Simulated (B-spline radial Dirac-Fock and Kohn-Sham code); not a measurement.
# The K (1s) hole of scandium ions: width and yield against charge

The computed values come from a B-spline atomic structure program: a relativistic independent-particle model: LDA orbitals of the hole state, radiative multipoles to third order, Auger rates from the Coulomb interaction with a continuum orbital, Dirac-Fock energies. Tabulated ground configurations, configuration averages; single configurations, so decays that open only by mixing (as 1s 2s² with 1s 2p² in Be-like ions) are missing and such tiny yields are far too low.

```tsv
ion	configuration	radiative (eV)	non-radiative (eV)	yield
Sc	[Ar] 3d1 4s2	0.158	0.667	0.192
Sc⁺	[Ar] 3d1 4s1	0.158	0.667	0.192
Sc²⁺	[Ar] 3d1	0.158	0.666	0.192
Sc³⁺	[Ne] 3s2 3p6	0.159	0.673	0.191
Sc⁴⁺	[Ne] 3s2 3p5	0.158	0.666	0.192
Sc⁵⁺	[Ne] 3s2 3p4	0.156	0.656	0.192
Sc⁶⁺	[Ne] 3s2 3p3	0.154	0.645	0.193
Sc⁷⁺	[Ne] 3s2 3p2	0.152	0.632	0.194
Sc⁸⁺	[Ne] 3s2 3p1	0.149	0.617	0.195
Sc⁹⁺	[Ne] 3s2	0.146	0.601	0.196
Sc¹¹⁺	[He] 2s2 2p6	0.148	0.573	0.205
Sc¹²⁺	[He] 2s2 2p5	0.129	0.454	0.222
Sc¹³⁺	[He] 2s2 2p4	0.108	0.342	0.241
Sc¹⁴⁺	[He] 2s2 2p3	0.0851	0.240	0.261
Sc¹⁵⁺	[He] 2s2 2p2	0.0593	0.156	0.275
Sc¹⁶⁺	[He] 2s2 2p1	0.0310	0.0951	0.246
Sc¹⁷⁺	[He] 2s2	2.17e-08	0.0639	3.39e-07
```
